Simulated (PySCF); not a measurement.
PySCF job for Si(F)2(I)(OMe) (CH3F2IOSi), SMILES CO[Si](F)(F)I, IEF-PCM-PBE0/def2-SVP. Geometry: B3LYP-D3(BJ)/def2-SVP. This is a generated structure with no PubChem entry under its InChIKey; it may be hypothetical. The def2 effective core potentials stand for the cores of I; spin–orbit coupling is left out. One conformer was computed; it need not be the lowest.

```python
import numpy as np
from pyscf import gto, scf, dft
from pyscf.solvent import pcm

mol = gto.M(
    atom='''
    C     2.66880045    0.27158195   -1.01219089
    O     1.49123734    1.05141268   -1.12622988
    Si   -0.05784748    0.60413284   -0.94161708
    F    -0.55734705   -0.31048593   -2.16746004
    F    -0.94762183    1.93644429   -0.95294371
    I    -0.42566307   -0.62934008    1.11884266
    H     3.53194971    0.94809019   -1.08375784
    H     2.70837131   -0.25276294   -0.04226674
    H     2.73170460   -0.47258131   -1.82337892
    ''',
    basis='def2-SVP',
    ecp={'I': 'def2-svp'},
    charge=0,
    spin=0,
    max_memory=1600,
    verbose=3,
)
mf = dft.RKS(mol, xc='pbe0').density_fit(auxbasis='def2-universal-jkfit')
mf.grids.level = 3
mf.conv_tol = 1e-9
mf.max_cycle = 100
mf.kernel()
res = {}
for name, eps in {'water': 78.355, 'methanol': 32.613, 'diethylether': 4.24}.items():
    s = mf.PCM()
    s.with_solvent.method, s.with_solvent.eps, s.with_solvent.lebedev_order = 'IEF-PCM', eps, 29
    s.kernel(mf.make_rdm1())
    res[name] = (s.e_tot, eps, s.dip_moment(), s.mo_energy, s.converged)
    print(f'{name}: electrostatic solvation free energy {(s.e_tot - mf.e_tot) * 627.509474:.3f} kcal/mol')
```

Output:

```
converged SCF energy = -901.450327944252

WARN: PCM is an experimental feature. It is still in testing.
Features and APIs may be changed in the future.

converged SCF energy = -901.455417694783
Dipole moment(X, Y, Z, Debye):  2.76849, -1.31988,  0.66560
water: electrostatic solvation free energy -3.194 kcal/mol

WARN: PCM is an experimental feature. It is still in testing.
Features and APIs may be changed in the future.

converged SCF energy = -901.455273217081
Dipole moment(X, Y, Z, Debye):  2.75694, -1.30927,  0.66061
methanol: electrostatic solvation free energy -3.103 kcal/mol

WARN: PCM is an experimental feature. It is still in testing.
Features and APIs may be changed in the future.

converged SCF energy = -901.453820012753
Dipole moment(X, Y, Z, Debye):  2.63989, -1.21116,  0.61175
diethylether: electrostatic solvation free energy -2.191 kcal/mol
```

The run converged.

Cost: around 90 core-seconds (rough).
